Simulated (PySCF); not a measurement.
Bonds broken one at a time in the series Si Br-H. Isolated molecules, 0 K electronic values unless said otherwise. Strings in code marks are SMILES.

Method: PBE-D3(BJ)/def2-TZVP // B3LYP-D3(BJ)/def2-TZVP (PySCF). All candidates: neutral, multiplicity 1. 

- dipole moment: 0.00 D
- HOMO: -7.41 eV
- LUMO: -2.68 eV

Problem. Identify which member has these values.
(A) `Br[Si](Br)(Br)Br`
(B) `Br[SiH](Br)Br`
(C) `Br[SiH2]Br`

Solution. A, `Br[Si](Br)(Br)Br`. The others give `Br[SiH2]Br`: 1.03 D, -7.34 eV, -1.60 eV; `Br[SiH](Br)Br`: 0.60 D, -7.31 eV, -2.09 eV
